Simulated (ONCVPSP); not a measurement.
## Logarithmic derivatives: V (Z = 23), ONCV

```
Element                 : V (Z = 23)
Generator               : ONCVPSP 4.0.1
Type                    : optimised norm-conserving Vanderbilt (ONCV)
Functional              : PBE
Relativity              : scalar-relativistic
Frozen core             : [Ne]
Valence charge          : 13
Reference configuration : 3s2 3p6 3d3 4s0.5 (charge +1.5)
Partial waves           : 3s+4s: rc 1.40 bohr, ncon 4, nbas 9, qcut 7.2 1/bohr, 2 projectors; 3p: rc 1.00 bohr, ncon 4, nbas 7, qcut 7.5 1/bohr, 1 projector; 3d: rc 2.10 bohr, ncon 5, nbas 10, qcut 7.7 1/bohr, 2 projectors, debl 0.4 Ha
Local potential         : polynomial inside 0.95 bohr (lpopt 5, dvloc0 3 Ha)
Core correction         : Teter function, fcfact 3.75, rcfact 1.35
```

In the d channel the program set the typed energies aside and used -0.619, 0.250 Ha.

The phase is arctan(r·R′/R) of the radial function R(r), unwrapped; energies in Ha, scanned from -5 to 5 Ha. A pole is an energy at which the radial function vanishes at the test radius. The pseudo phase is shifted by a multiple of π to meet the all-electron one at the reference energy, and phase errors are pseudo minus all-electron; the curves can meet again beyond the range given. Levels narrower than the energy grid can be missing from the lists of poles.

Problem. For each channel, where are the poles, and over which energies does the pseudopotential scatter like the atom?

Solution.

| channel | radius (bohr) | reference energy (Ha) | poles, all-electron | poles, pseudo | unbroken range about the reference energy with phases within 0.05 rad | phase error 1 Ha above the reference energy (rad) |
| --- | --- | --- | --- | --- | --- | --- |
| s | 1.43 | -0.52 | -2.17 | -2.17 | the whole range | -0.000 |
| p | 1.01 | -2.06 | 2.60 | 2.43 | the whole range | -0.001 |
| d | 2.13 | -0.62 | -0.37, 3.21 | -0.37, 3.25 | below 4.8 | +0.000 |

Phases in the s channel:

```
E (Ha)  all-electron  pseudo
 -4.96         0.981   0.981
 -4.48         0.749   0.749
 -4.00         0.166   0.166
 -3.52        -0.782  -0.782
 -3.04        -1.268  -1.268
 -2.56        -1.473  -1.473
 -2.08        -1.588  -1.588
 -1.60        -1.668  -1.668
 -1.12        -1.735  -1.735
 -0.64        -1.801  -1.801
 -0.16        -1.874  -1.874
  0.32        -1.965  -1.965
  0.80        -2.093  -2.093
  1.28        -2.293  -2.295
  1.76        -2.634  -2.639
  2.24        -3.163  -3.174
  2.72        -3.694  -3.709
  3.20        -4.036  -4.050
  3.68        -4.234  -4.246
  4.16        -4.356  -4.367
  4.64        -4.438  -4.449
```
